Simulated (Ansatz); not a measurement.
Consider the cleavage of the Si–Si bond: `C[Si](N)(O)[SiH3]` + `C[AsH]C` → `C[As](C)[SiH3]` + `C[SiH](N)O`.

Calculated with Ansatz (gas phase, PBE0-D4/def2-TZVP geometries, no zero-point term in ΔE). CBS: MP2 limit from def2 TZ/QZ plus the TZ coupled-cluster correction, frozen cores. Functionals use def2-TZVPP. For As outer-core shells are correlated without core-valence functions, which leaves a few kJ/mol of doubt a bond. Scalar relativity is left out up to krypton. One conformer a species, not always the lowest.

```
             level  ΔE (kJ/mol)
            PBE-D4        -27.1
           PBE0-D4        -29.8
           ωB97X-V        -30.5
               PBE        -26.4
     HF/def2-TZVPP        -35.0
CCSD(T)/def2-TZVPP        -33.9
    MP2/def2-QZVPP        -43.0
    CCSD/CBS(def2)        -35.7
```

Question: What does CCSD(T)/CBS give? (Best estimate.)

Answer: Computed: -36.0 kJ/mol. The listed levels differ from it by 8.9, 6.2, 5.5, 9.6, 1.0, 2.1, -7.0, 0.3 kJ/mol.

Largest T1 diagnostic among the species: 0.012.
